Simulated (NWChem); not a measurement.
# C₄H₄ClF; SMILES FC(/C=C\Cl)=C

```xyz
10

C     -0.0923     2.6499     0.0000
C      0.0497     1.3186     0.0000
F      1.2714     0.7894     0.0000
C     -1.0550     0.3750     0.0000
C     -1.0431    -0.9667     0.0000
Cl     0.3329    -1.9914     0.0000
H      0.7849     3.2980     0.0000
H     -1.0856     3.0975     0.0000
H     -2.0458     0.8370     0.0000
H     -1.9828    -1.5235     0.0000
```
Atoms are numbered in this order, from 1.

Computed with NWChem. Pople sets run with spherical d functions. Geometry: optimised at PBE0/def2-SVP. Vzz is the largest principal value of the second derivative of the potential at the nucleus (NWChem prints the opposite sign); η is the asymmetry. Non-relativistic.

```csv
level,Vzz Cl6 (a.u.),η Cl6,relative time
PBE0/6-31G*,3.630,0.19,2
PBE0/def2-TZVP,3.868,0.21,6
Hartree-Fock/def2-SVP,3.595,0.14,1
Hartree-Fock/6-31G*,3.686,0.14,1
```

Relative times are rough (shared machine, one core).
